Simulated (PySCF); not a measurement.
## Magnetisability: SMILES C#CC(=O)CC#CC(F)F, C₇H₄F₂O

Geometry:
```json
{"atom": "C1", "x (Å)": "4.040", "y (Å)": "-0.128", "z (Å)": "0.673"}
{"atom": "C2", "x (Å)": "2.842", "y (Å)": "-0.054", "z (Å)": "0.729"}
{"atom": "C3", "x (Å)": "1.408", "y (Å)": "0.034", "z (Å)": "0.822"}
{"atom": "O4", "x (Å)": "0.807", "y (Å)": "0.050", "z (Å)": "1.862"}
{"atom": "C5", "x (Å)": "0.764", "y (Å)": "0.102", "z (Å)": "-0.562"}
{"atom": "C6", "x (Å)": "-0.674", "y (Å)": "0.189", "z (Å)": "-0.489"}
{"atom": "C7", "x (Å)": "-1.859", "y (Å)": "0.260", "z (Å)": "-0.325"}
{"atom": "C8", "x (Å)": "-3.306", "y (Å)": "0.347", "z (Å)": "-0.236"}
{"atom": "F9", "x (Å)": "-3.903", "y (Å)": "-0.690", "z (Å)": "-0.880"}
{"atom": "F10", "x (Å)": "-3.770", "y (Å)": "1.478", "z (Å)": "-0.829"}
{"atom": "H11", "x (Å)": "5.087", "y (Å)": "-0.193", "z (Å)": "0.615"}
{"atom": "H12", "x (Å)": "1.163", "y (Å)": "0.975", "z (Å)": "-1.087"}
{"atom": "H13", "x (Å)": "1.056", "y (Å)": "-0.789", "z (Å)": "-1.125"}
{"atom": "H14", "x (Å)": "-3.656", "y (Å)": "0.344", "z (Å)": "0.810"}
```

Computed with GIAO PBE/pcSseg-1 magnetisability, rotational g tensor and spin-rotation constants, non-relativistic, gas phase (PySCF). Geometry: GFN2-xTB.

(1) What are the magnetisability and the molar susceptibility?

(2) Split it along the inertial axes a, b, c into diamagnetic and paramagnetic parts about the centre of mass, with the quadrupole moment.

(3) And the rotational g tensor?

Results:

(1) Isotropic -1151 × 10⁻³⁰ J/T², or -69.3 × 10⁻⁶ cm³/mol; principal values -1261, -1226, -966 × 10⁻³⁰ J/T², anisotropy 280 × 10⁻³⁰ J/T² (root of half the summed squared differences of the principal values). The susceptibility is in cgs units.

(2) 
```
axis  χ (10⁻⁶ cm³/mol)  diamagnetic (10⁻⁶ cm³/mol)  paramagnetic (10⁻⁶ cm³/mol)  summed x² of all electrons (Å²)  quadrupole Θ (D Å)
   a             -73.7                      -337.7                        264.0                            578.7               +9.93
   b             -58.3                     -2602.3                       2544.0                             45.0               -4.42
   c             -76.0                     -2646.1                       2570.2                             34.6               -5.50
```
Anisotropies 2χaa − χbb − χcc = -13.2 and 2χbb − χaa − χcc = +33.2 × 10⁻⁶ cm³/mol. Θ is traceless in Buckingham's convention.

(3) 
```tsv
axis	rotational constant (GHz)	g	nuclear part	electronic part
a	4.7753	-0.0584	0.5338	-0.5922
b	0.4348	-0.0067	0.5129	-0.5196
c	0.4300	-0.0030	0.5162	-0.5191
```
Asymmetric top; isotopes 12C, 19F, 1H, 16O; no vibrational averaging.
